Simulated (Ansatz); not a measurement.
Species: H3S2, net charge 1, singlet state. It need not be the lowest isomer of its formula. 
Geometry from a B3LYP-D3(BJ)/def2-TZVP (Ansatz, an electronic-structure program) optimisation:
```xyz
5

S     -0.8128    -0.1252     0.5607
S      0.8973     0.1229    -0.5928
H     -1.7033    -0.5286    -0.3799
H      1.6348    -0.5812     0.2913
H     -1.2829     1.1466     0.6035
```
Charge +1, spin multiplicity 1.

Basis-set convergence of Hartree-Fock and CCSD correlation energies (hartree) with Ansatz. Cores are frozen in the correlated levels unless marked. No spin-orbit coupling. No relativistic terms.

| basis | functions | E(HF) | E(corr, CCSD) |
|---|---|---|---|
| def2-SVP | 51 | -796.24854 | -0.30752 |
| def2-TZVPP | 126 | -796.53836 | -0.39518 |
| def2-QZVPP | 230 | -796.56164 | -0.42136 |

Extrapolating the two largest sets (X = 3 and 4) as X^-3: E(corr) = (64·(-0.42136) - 27·(-0.39518))/37 = -0.4405 Eh, an estimate of the basis-set limit. The largest set recovers 95.7 % of it, the smallest 69.8 %.
